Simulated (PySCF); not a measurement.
A calculated (BP86, PySCF 2.14, def2-QZVPPD, no relativity, point nucleus) atom or ion has these occupied shells.

| shell | electrons | orbital energy (eV) | rms radius, mean of both spins (bohr) |
| --- | --- | --- | --- |
| 1s α | 1 | -6376.8 | 0.0713 |
| 1s β | 1 | -6376.8 | 0.0713 |
| 2s α | 1 | -733.67 | 0.307 |
| 2s β | 1 | -731.60 | 0.307 |
| 2p α | 3 | -628.80 | 0.275 |
| 2p β | 3 | -627.24 | 0.275 |
| 3s α | 1 | -85.796 | 0.925 |
| 3s β | 1 | -80.805 | 0.925 |
| 3p α | 3 | -55.878 | 0.989 |
| 3p β | 3 | -50.974 | 0.989 |
| 3d α | 5 | -8.510 | 1.37 |
| 4s α | 1 | -5.571 | 3.41 |
| 4s β | 1 | -4.585 | 3.41 |

Q: Name the element and its charge.

A: Mn (manganese, neutral), in [Ar] 3d5 4s2, high-spin 6S determinant.
